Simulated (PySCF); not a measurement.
C₆H₆NO₂P.
Bonds: C1–O2, O2–C3, C3–N4 (aromatic), N4–C5 (aromatic), C5–P6 (aromatic), P6–C7 (aromatic), C7–C8 (aromatic), C8–C9, C9–O10 (double), C3–C8 (aromatic). Hydrogens: H11, H12, H13 on C1; H14 on C5; H15 on C7; H16 on C9.

NICS is the negative of the GIAO shielding at a point without a nucleus: at the ring centre (0) and 1 Å above and below it (1); zz is the component along the ring normal. Level: GIAO PBE0/pcSseg-1 (PySCF, non-relativistic, gas phase) on the GFN2-xTB geometry, one conformer.

Ring bond lengths (Å), with Mayer bond orders in brackets: C3–N4 1.322 (1.40), N4–C5 1.312 (1.48), C5–P6 1.745 (1.30), P6–C7 1.737 (1.30), C7–C8 1.385 (1.48), C8–C3 1.415 (1.18).

Problem. Give the NICS values of each ring in ppm.

Solution. 
| ring | type | NICS(0) | NICS(1), two faces | NICS(1)zz, two faces | rms pucker (Å) | centre to ring atoms, mean (Å) |
| --- | --- | --- | --- | --- | --- | --- |
| C3–N4–C5–P6–C7–C8 | 6-membered ring with N and P; formal bonds all aromatic | -6.3 | -9.6 / -9.6 | -21.9 / -21.9 | 0.00 | 1.48 |

Problem. What do they say, and how far can they be read as aromaticity?

Solution. 
- C3–N4–C5–P6–C7–C8: mean NICS(1)zz -21.9 ppm, shielded.

Problem. And the bond-length index? HOMA = 1 − mean of α(R − Ropt)² over the ring bonds, with Krygowski's 1993 parameters (CC: Ropt 1.388 Å, α 257.7 Å⁻²; CN: Ropt 1.334 Å, α 93.52 Å⁻²; CP: Ropt 1.698 Å, α 118.91 Å⁻²).

Solution. 
- C3–N4–C5–P6–C7–C8: HOMA 0.89; the largest term is that of C5–P6, α(R − Ropt)² = 0.26.

The values belong to the conformer `[CH3:1][O:2][c:3]1[n:4][cH:5][p:6][cH:7][c:8]1[CH:9]=[O:10]`: C1–O2–C3–N4 0°, C7–C8–C9–O10 0°.
